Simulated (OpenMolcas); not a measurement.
Au4+ among 6 point charges of -1.7 e arranged as an octahedron (Oh).

| Property | Result |
| --- | --- |
| Program | OpenMolcas 26.06 |
| Method | CASSCF |
| Basis | ANO-RCC-VTZP [8s7p5d3f1g] |
| Scalar Hamiltonian | DKH2, point nucleus |
| Active space | 7 electrons in 5 orbitals (5d) |
| State averaging | 2S+1 = 4 even, 10 roots; 2S+1 = 2 even, 40 roots |
| Spin-orbit coupling | RASSI with atomic mean-field integrals over the reference wave functions |

All point charges move together. At R = 1.84 Å |10Dq| is 9483 cm-1, and at R = 2.01 Å it is 6170 cm-1.

**Question.** A third run gives 3701 cm-1. What distance was it run at?

**Answer.** With a power law R^-n the two known points give n = -ln(6170 / 9483) / ln(2.01 / 1.84) = 4.86. Then R = 1.84 × (9483 / 3701)^(1/4.86) = 2.233 Å. The run was at 2.23 Å, so the estimate is off by +0.003 Å.

An orbital triplet at a regular site is open to Jahn-Teller coupling, which can distort the site and quench the lowest spin-orbit gaps and is left out. Without dynamic correlation the repulsion within the d shell is too large (B by tens of per cent), so at a given field states of lower spin stand too high. This shell can be high or low spin here, a state of another spin lies low, and with metal d orbitals alone active their balance is uncertain, so the ground spin may be wrong. Point charges give a weaker field than real ligands, and real ions of this kind are as a rule low spin; the high spin found here belongs to the model. This field is weak: 10Dq is about 9483 cm-1, while octahedral complexes of 5d ions of charge 3 and more, computed by the same method with explicit ligands, had a median near 35000 cm-1. Ground spin and moment need not be those of a real site (figures for R = 1.84; the like holds for R = 2.01, R = 2.23). This is an electrostatic model: the charges have no orbitals. No measured value stands beside these numbers.
